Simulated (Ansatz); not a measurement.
Geometry optimisation of `CC(=O)OB(OC(C)=O)OC(C)=O`.

```yaml
crystal:
  periodic: [false, false, false]
  atoms:
    - {symbol: C, position_ang: [-1.071286, -3.261531, -1.375449]}
    - {symbol: C, position_ang: [-1.251007, -1.827005, -0.958756]}
    - {symbol: O, position_ang: [-2.273801, -1.187351, -0.996005]}
    - {symbol: O, position_ang: [-0.040545, -1.286324, -0.556341]}
    - {symbol: B, position_ang: [0.079592, -0.091805, 0.127955]}
    - {symbol: O, position_ang: [-0.855433, 0.245213, 1.088166]}
    - {symbol: C, position_ang: [-1.175959, 1.548848, 1.430306]}
    - {symbol: C, position_ang: [-1.972868, 1.574541, 2.706217]}
    - {symbol: O, position_ang: [-0.875062, 2.497948, 0.748191]}
    - {symbol: O, position_ang: [1.236419, 0.654294, 0.005601]}
    - {symbol: C, position_ang: [1.944311, 0.791820, -1.177220]}
    - {symbol: C, position_ang: [3.304030, 1.377749, -0.909264]}
    - {symbol: O, position_ang: [1.479613, 0.509782, -2.254879]}
    - {symbol: H, position_ang: [-0.342968, -3.312037, -2.210130]}
    - {symbol: H, position_ang: [-2.039731, -3.686878, -1.689879]}
    - {symbol: H, position_ang: [-0.642795, -3.850964, -0.539942]}
    - {symbol: H, position_ang: [-1.404686, 1.083878, 3.522116]}
    - {symbol: H, position_ang: [-2.904636, 0.989291, 2.567318]}
    - {symbol: H, position_ang: [-2.215722, 2.616135, 2.977885]}
    - {symbol: H, position_ang: [3.860750, 1.486675, -1.855679]}
    - {symbol: H, position_ang: [3.864654, 0.732587, -0.203334]}
    - {symbol: H, position_ang: [3.187830, 2.365033, -0.418276]}
basis:
  gaussian: {orbitals: def2-TZVP}
hamiltonian: {xc: pbe0, dispersion: d4}
relax: {f_tol: 0.005, max_steps: 150}
```

```sh
$ ansatz run in.yaml --threads 4 --pin off --events-out ev --progress --plain --max-ram 46080MiB --backend cuda --devices 0, --max-vram 37GiB
```

Output, abridged:

```
Functional definition: PBE0
mean field -19318.31647054 eV, -709.9350358672 hartree, gradient 1.7e-5 eV, S^2 0.000000; 0 other end points of the search recorded, 0 dependent functions left out
relax step   1: F+E_penalty+E_count = -19318.77776912 eV  Δ(F+E_penalty+E_count) = +0.000e0 eV  max|allowed force component| = 1.293e0 eV/Å  Δτ_max = 0.0000 Å  (34 SCF iters, accepted)
mean field -19318.42020351 eV, -709.9388479833 hartree, gradient 2.0e-5 eV, S^2 0.000000; 0 other end points of the search recorded, 0 dependent functions left out
relax step   2: F+E_penalty+E_count = -19318.88446354 eV  Δ(F+E_penalty+E_count) = -1.067e-1 eV  max|allowed force component| = 2.923e-1 eV/Å  Δτ_max = 0.0316 Å  (34 SCF iters, accepted)
mean field -19318.42728723 eV, -709.9391083054 hartree, gradient 1.9e-5 eV, S^2 0.000000; 0 other end points of the search recorded, 0 dependent functions left out
relax step   3: F+E_penalty+E_count = -19318.89332453 eV  Δ(F+E_penalty+E_count) = -8.861e-3 eV  max|allowed force component| = 1.453e-1 eV/Å  Δτ_max = 0.0179 Å  (35 SCF iters, accepted)
mean field -19318.42805665 eV, -709.9391365811 hartree, gradient 1.9e-5 eV, S^2 0.000000; 0 other end points of the search recorded, 0 dependent functions left out
relax step   4: F+E_penalty+E_count = -19318.89293214 eV  Δ(F+E_penalty+E_count) = +3.924e-4 eV  max|allowed force component| = 1.781e-1 eV/Å  Δτ_max = 0.0167 Å  (34 SCF iters, rejected (line search))
mean field -19318.42880369 eV, -709.9391640341 hartree, gradient 1.9e-5 eV, S^2 0.000000; 0 other end points of the search recorded, 0 dependent functions left out
relax step   5: F+E_penalty+E_count = -19318.89456450 eV  Δ(F+E_penalty+E_count) = -1.240e-3 eV  max|allowed force component| = 7.896e-2 eV/Å  Δτ_max = 0.0080 Å  (35 SCF iters, accepted)
mean field -19318.43060423 eV, -709.9392302029 hartree, gradient 1.9e-5 eV, S^2 0.000000; 0 other end points of the search recorded, 0 dependent functions left out
relax step   6: F+E_penalty+E_count = -19318.89528338 eV  Δ(F+E_penalty+E_count) = -7.189e-4 eV  max|allowed force component| = 5.353e-2 eV/Å  Δτ_max = 0.0197 Å  (34 SCF iters, accepted)
mean field -19318.43124484 eV, -709.9392537450 hartree, gradient 2.0e-5 eV, S^2 0.000000; 0 other end points of the search recorded, 0 dependent functions left out
relax step   7: F+E_penalty+E_count = -19318.89577351 eV  Δ(F+E_penalty+E_count) = -4.901e-4 eV  max|allowed force component| = 1.644e-2 eV/Å  Δτ_max = 0.0170 Å  (35 SCF iters, accepted)
mean field -19318.43190025 eV, -709.9392778307 hartree, gradient 2.0e-5 eV, S^2 0.000000; 0 other end points of the search recorded, 0 dependent functions left out
relax step   8: F+E_penalty+E_count = -19318.89594335 eV  Δ(F+E_penalty+E_count) = -1.698e-4 eV  max|allowed force component| = 1.156e-2 eV/Å  Δτ_max = 0.0177 Å  (35 SCF iters, accepted)
mean field -19318.43204265 eV, -709.9392830639 hartree, gradient 2.0e-5 eV, S^2 0.000000; 0 other end points of the search recorded, 0 dependent functions left out
relax step   9: F+E_penalty+E_count = -19318.89596028 eV  Δ(F+E_penalty+E_count) = -1.693e-5 eV  max|allowed force component| = 7.786e-3 eV/Å  Δτ_max = 0.0050 Å  (36 SCF iters, accepted)
mean field -19318.43206926 eV, -709.9392840419 hartree, gradient 2.0e-5 eV, S^2 0.000000; 0 other end points of the search recorded, 0 dependent functions left out
relax step  10: F+E_penalty+E_count = -19318.89596394 eV  Δ(F+E_penalty+E_count) = -3.661e-6 eV  max|allowed force component| = 4.418e-3 eV/Å  Δτ_max = 0.0019 Å  (36 SCF iters, accepted)
mean field -19318.43206926 eV, -709.9392840419 hartree, gradient 2.0e-5 eV, S^2 0.000000; 1 other end points of the search recorded, 0 dependent functions left out
Total energy: -19318.89600863 eV, -709.9563334990 hartree
Atom 0 at    -1.051342    -3.244938    -1.345871 Å, force    -0.000120     0.000607     0.000545 eV/Å
Atom 1 at    -1.252757    -1.813638    -0.973316 Å, force    -0.000801    -0.000935    -0.000738 eV/Å
Atom 2 at    -2.280453    -1.210429    -1.017176 Å, force    -0.000044     0.000055    -0.000104 eV/Å
Atom 3 at    -0.070834    -1.238811    -0.603995 Å, force     0.001149     0.000681     0.000501 eV/Å
Atom 4 at     0.041159    -0.051154     0.070706 Å, force     0.000668    -0.000700     0.000535 eV/Å
Atom 5 at    -0.884380     0.275603     1.027202 Å, force     0.000470    -0.001480    -0.000150 eV/Å
Atom 6 at    -1.185430     1.550004     1.413233 Å, force    -0.002614     0.000920    -0.000311 eV/Å
Atom 7 at    -1.939480     1.548385     2.701406 Å, force     0.001303    -0.000060    -0.000073 eV/Å
Atom 8 at    -0.901739     2.507980     0.762270 Å, force     0.000523     0.000111     0.000294 eV/Å
Atom 9 at     1.190151     0.687345    -0.042069 Å, force    -0.001267     0.001349     0.000989 eV/Å
Atom 10 at     1.931162     0.801009    -1.182986 Å, force     0.002686    -0.004418    -0.000210 eV/Å
Atom 11 at     3.285315     1.351930    -0.881752 Å, force    -0.001078     0.000791    -0.000402 eV/Å
Atom 12 at     1.505770     0.523242    -2.261804 Å, force    -0.000486     0.001925    -0.000284 eV/Å
Atom 13 at    -0.325447    -3.306025    -2.159266 Å, force    -0.000344     0.000202     0.000499 eV/Å
Atom 14 at    -1.997506    -3.683323    -1.651708 Å, force     0.000301    -0.000144    -0.000043 eV/Å
Atom 15 at    -0.634740    -3.793275    -0.498496 Å, force    -0.000127     0.000408    -0.000556 eV/Å
Atom 16 at    -1.342812     1.067992     3.479524 Å, force    -0.000488     0.000247    -0.000394 eV/Å
Atom 17 at    -2.851543     0.959753     2.583273 Å, force     0.000898     0.000310    -0.000178 eV/Å
Atom 18 at    -2.183707     2.567968     2.987323 Å, force    -0.000082    -0.000272     0.000181 eV/Å
Atom 19 at     3.855985     1.451718    -1.801167 Å, force     0.000057     0.000233     0.000335 eV/Å
Atom 20 at     3.805124     0.694962    -0.181400 Å, force    -0.000874     0.000369    -0.000309 eV/Å
Atom 21 at     3.178205     2.323602    -0.395329 Å, force     0.000268    -0.000200    -0.000127 eV/Å
Dipole moment:     0.431127    -0.473775     0.654293 e Å
```

Run time 25 s (4 threads of an AMD EPYC 7R13 on a shared host and a share of an NVIDIA H100 80 GB); peak host memory 1.1 GiB.
